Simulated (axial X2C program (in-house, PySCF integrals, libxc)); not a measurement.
**Worked dissociation energy of TcBr⁺: PBE0, with spin–orbit coupling**

Computed with an in-house relativistic program for diatomic molecules. Two-component (2c) means X2C with spin–orbit coupling and atomic mean-field two-electron Coulomb and Gaunt terms. Basis: Tc dyall-cv3z [12s12p8d5f3g], Br dyall-cv3z [8s9p6d4f1g] (cores contracted in-house); Gaussian nuclei, density fitting, unrestricted open shells. Masses: Tc 98.907 u, Br 78.918 u.

Molecular state: Ω = 5/2 (⟨Sz⟩ = 2.50, ⟨Lz⟩ = 0.00 at PBE0).

| Property | Result |
| --- | --- |
| E(Tc+) (2M_J = 6) | -4283.041985 hartree |
| E(Br) (2M_J = 3) | -2605.111283 hartree |
| E(TcBr⁺) at Re | -6888.264780 hartree |
| ωe | 318.5 cm⁻¹ |
| ωexe | 0.66 cm⁻¹ |

(1) Work out De and D0.

One determinant describes the state; a PBE0 search over occupations chose it and may have missed a lower one. Dissociation energies refer to the lowest single-determinant-based atoms at the same level and basis. Density functionals use the spin component along the axis (collinear). Without a current term, density functionals place determinants with orbital angular momentum somewhat too high. With several unpaired electrons one determinant need not be a pure state. This is the top spin component of a Σ state; components of lower Ω are not single determinants and can lie lower.

Each atomic determinant is the lowest at this level and need not be a pure J level. Totals compare only within one Hamiltonian and basis.

Answers

(1) De = -4283.041985 + (-2605.111283) − (-6888.264780) = 0.11151 hartree = 3.034 eV. The zero-point energy is ωe/2 − ωexe/4 = 159 cm⁻¹ = 0.020 eV, so D0 = 3.015 eV.
